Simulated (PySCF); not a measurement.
1-bromo-1,1-dichloroethane (C2H3BrCl2), SMILES C(Br)(Cl)(C)Cl.

Geometry: B3LYP-D3(BJ)/def2-SVP.

Method: B3LYP-D3(BJ)/def2-SVP (PySCF 2.14.0).

Frequencies are harmonic and unscaled.

| mode | ν (cm⁻¹) | IR (km/mol) | Raman (Å⁴/amu) | depolarisation | moving atoms (share of kinetic energy) |
|---|---|---|---|---|---|
| 1 | 201 | 0.1 | 3.6 | 0.75 | Cl 65 %, Br 19 %, C 12 % |
| 2 | 210 | 0.0 | 4.2 | 0.60 | Cl 61 %, Br 26 %, C 9 % |
| 3 | 284 | 2.1 | 5.2 | 0.31 | C 33 %, Br 31 %, Cl 18 %, H 18 % |
| 4 | 313 | 0.0 | 0.0 | – | H 99 % |
| 5 | 323 | 1.4 | 4.2 | 0.51 | Cl 62 %, C 27 % |
| 6 | 338 | 1.3 | 2.2 | 0.75 | Cl 44 %, C 31 %, H 24 % |
| 7 | 489 | 13.4 | 11.8 | 0.01 | C 54 %, Cl 30 %, H 11 % |
| 8 | 652 | 119.8 | 8.8 | 0.75 | C 73 %, H 14 %, Cl 12 % |
| 9 | 696 | 107.7 | 5.5 | 0.75 | C 70 %, Cl 15 %, H 15 % |
| 10 | 1083 | 24.2 | 1.5 | 0.23 | C 82 %, H 18 % |
| 11 | 1084 | 51.4 | 1.1 | 0.57 | H 57 %, C 43 % |
| 12 | 1092 | 44.8 | 0.2 | 0.75 | H 62 %, C 38 % |
| 13 | 1394 | 9.5 | 3.8 | 0.55 | H 78 %, C 22 % |
| 14 | 1451 | 4.3 | 11.2 | 0.75 | H 97 % |
| 15 | 1452 | 3.4 | 10.2 | 0.75 | H 96 % |
| 16 | 3053 | 2.0 | 135.5 | 0.01 | H 97 % |
| 17 | 3152 | 2.1 | 84.8 | 0.75 | H 90 %, C 10 % |
| 18 | 3161 | 1.6 | 65.0 | 0.75 | H 90 %, C 10 % |
